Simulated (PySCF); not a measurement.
## Exercise with solution: oscillator strength and radiative lifetime

SiHFClBr, SMILES Br[SiH](F)Cl.

Coordinates come from a B3LYP-D3(BJ)/def2-SVP optimisation.

PySCF 2.14.0 with TDDFT-B3LYP/def2-SVPD puts the first singlet state with f over 0.02 at 6.85 eV (vertical), with the transition dipole (0.319, -0.255, 0.071) in atomic units.

Task: Find the oscillator strength, the wavelength and the radiative lifetime that this transition would have in vacuum if emission retraced absorption.

Result: 
|μ|² = 0.1718 au, so |μ| = 1.05 D. ΔE = 6.85/27.211 = 0.2517 hartree. f = (2/3) ΔE |μ|² = 0.029 (the program prints 0.029).
λ = 1239.84/6.85 = 181 nm; ν = 55249 cm⁻¹.
Einstein's coefficient A = 0.6670 ν² f s⁻¹ (ν in cm⁻¹) = 5.9e7 s⁻¹, so τ = 1/A = 17 ns. This state is S1. The figure is the radiative limit of this one transition; relaxation, internal conversion, crossing to triplets and a medium change what is measured.
